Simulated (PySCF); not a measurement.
Species: C4H4F2OS.
Structure used (GFN2-xTB), in Å, numbered top down from 1:
```
atom  x, y, z in Å
O1     1.0856   -1.1174    1.6674
C2     0.7256   -0.5284    0.6973
C3    -0.4103   -0.9027   -0.2511
F4    -1.1266   -1.9651    0.2216
C5    -1.2931    0.3329   -0.3806
S6    -0.2778    1.7885    0.1170
C7     1.2494    0.8310    0.2419
F8     1.8665    0.7180   -0.9796
H9     0.0229   -1.2076   -1.2142
H10   -1.6604    0.4942   -1.3920
H11   -2.1320    0.2594    0.3108
H12    1.9513    1.2966    0.9355
```

PySCF, density fitting, gas phase, GFN2-xTB geometry. The standard run uses grid level 2 after a coarse-grid start, the def2-universal JK fitting basis (with tight functions added where the orbital basis needs them), an energy threshold of 1e-9 Eh and DIIS. The changed runs have no coarse-grid stage.

Q: Standard PBE0/pcSseg-1: E = -827.261891 Eh, HOMO -7.622 eV, LUMO -1.676 eV, dipole 2.230 D, 14 cycles (coarse-grid cycles included). What changes at PBE0/pcSseg-1 with: grid level 3, start guess vsap?

A: E = -827.261890 Eh (+0.001 mEh), HOMO -7.621 eV (+0.001), LUMO -1.676 eV (0.000), dipole 2.230 D (0.000), 14 SCF cycles. The result matches the standard run within 0.02 mEh and 0.003 eV.

The cycles:
```
cycle   1  E = -823.1143988771  dE =  2.579e+00  |g| = 3.722e+00  |ddm| = 1.253e+01
cycle   2  E = -811.1031751205  dE =  1.201e+01  |g| = 7.568e+00  |ddm| = 1.371e+01
cycle   3  E = -826.7826994606  dE = -1.568e+01  |g| = 1.395e+00  |ddm| = 6.674e+00
cycle   4  E = -827.1279068759  dE = -3.452e-01  |g| = 7.892e-01  |ddm| = 2.285e+00
cycle   5  E = -827.2534937534  dE = -1.256e-01  |g| = 2.136e-01  |ddm| = 7.628e-01
cycle   6  E = -827.2593949865  dE = -5.901e-03  |g| = 1.152e-01  |ddm| = 2.470e-01
cycle   7  E = -827.2616425101  dE = -2.248e-03  |g| = 3.372e-02  |ddm| = 1.045e-01
cycle   8  E = -827.2618822038  dE = -2.397e-04  |g| = 6.365e-03  |ddm| = 3.732e-02
cycle   9  E = -827.2618888503  dE = -6.647e-06  |g| = 2.352e-03  |ddm| = 6.052e-03
cycle  10  E = -827.2618898460  dE = -9.957e-07  |g| = 4.721e-04  |ddm| = 2.466e-03
cycle  11  E = -827.2618899030  dE = -5.698e-08  |g| = 2.016e-04  |ddm| = 9.777e-04
cycle  12  E = -827.2618899090  dE = -6.017e-09  |g| = 9.773e-05  |ddm| = 2.212e-04
cycle  13  E = -827.2618899108  dE = -1.773e-09  |g| = 2.515e-05  |ddm| = 1.144e-04
cycle  14  E = -827.2618899110  dE = -1.644e-10  |g| = 1.020e-05  |ddm| = 4.100e-05
```
